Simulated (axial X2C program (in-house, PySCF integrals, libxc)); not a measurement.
**Spin–orbit effects down a group: molecules with As, PBE0**

Computed with an in-house all-electron X2C program for linear molecules (integrals from PySCF), spin-free (one-electron X2C) or two-component (2c: spin–orbit coupling with atomic mean-field Coulomb and Gaunt terms, which also bring small scalar terms), in Dyall basis sets with cores contracted in-house; open shells are unrestricted.

Basis sets: As dyall-cv3z, As dyall-v3z, Cs dyall-cv3z, H dyall-v3z, K dyall-v3z, Li dyall-cv3z, Na dyall-cv3z, Rb dyall-cv3z.

| molecule | spin-free state | Re (Å) | ωe (cm⁻¹) | De (eV) | 2c state | Re 2c (Å) | ωe 2c (cm⁻¹) | De 2c (eV) |
| --- | --- | --- | --- | --- | --- | --- | --- | --- |
| AsH | M_S = 1, Λ = 0 | 1.528 | 2160.3 | 2.87 | Ω = 1 | 1.529 | 2158.3 | 2.86 |
| LiAs | M_S = 1, Λ = 0 | 2.414 | 439.2 | 1.65 | Ω = 1 | 2.414 | 438.8 | 1.64 |
| NaAs | M_S = 1, Λ = 0 | 2.735 | 233.1 | 1.26 | Ω = 1 | 2.736 | 232.8 | 1.26 |
| KAs | M_S = 1, Λ = 0 | 3.118 | 167.0 | 1.24 | Ω = 1 | 3.118 | 166.8 | 1.24 |
| RbAs | M_S = 1, Λ = 0 | 3.240 | 130.2 | 1.24 | Ω = 1 | 3.239 | 130.1 | 1.24 |
| CsAs | M_S = 1, Λ = 0 | 3.371 | 115.8 | 1.33 | Ω = 1 | 3.369 | 115.9 | 1.33 |

Q: Work out the shifts from the spin-free to the two-component result.

A: 

```
molecule  2c state  ΔRe (Å)  Δωe (cm⁻¹)  ΔDe (eV)
     AsH     Ω = 1    0.001        -2.0     -0.01
    LiAs     Ω = 1    0.000        -0.4     -0.01
    NaAs     Ω = 1    0.001        -0.3      0.00
     KAs     Ω = 1    0.000        -0.2      0.00
    RbAs     Ω = 1   -0.001        -0.1      0.00
    CsAs     Ω = 1   -0.002         0.1      0.00
```

Shifts of one unit in the last digit are rounding.

Each entry is the lowest single determinant of a limited PBE0 search at one distance. De goes to single-determinant-based atoms at the same level (for ions the charge split of lowest energy) and is withheld (n/a) where an atom does not fit its ground term or J level. Main or longest-lived isotopes. One determinant is a doubtful description, or other states lie close, for AsH, LiAs, NaAs, KAs, RbAs, CsAs; these need not be ground states, and all values refer to the states named. Some open-shell Ω = 0 determinants are out of reach, so the Ω given for AsH, LiAs, NaAs, KAs, RbAs, CsAs need not be the lowest component. With several unpaired electrons the Ω given is that of one determinant, not necessarily of the lowest component.
